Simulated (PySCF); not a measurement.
pyrazine (C4H4N2), SMILES c1cnccn1.

Geometry optimised at ωB97X-D3(BJ)/def2-SVP.

Computed with PBE0/def2-TZVP run with PySCF.

Symmetry labels are those of the subgroup D2h that the program uses (full group D2h).

Computed valence orbital energies around the gap with their symmetry:
```
orbital  symmetry  energy (eV)
-------  --------  -----------
HOMO−7        B1u       -13.80
HOMO−6        B2u       -12.39
HOMO−5        B3u       -12.27
HOMO−4        B3g       -11.09
HOMO−3        B2g        -9.60
HOMO−2        B1u        -9.09
HOMO−1        B1g        -8.02
HOMO           Ag        -7.30
LUMO          B3u        -1.56
LUMO+1         Au        -0.85
LUMO+2         Ag         1.83
LUMO+3        B2u         2.20
```
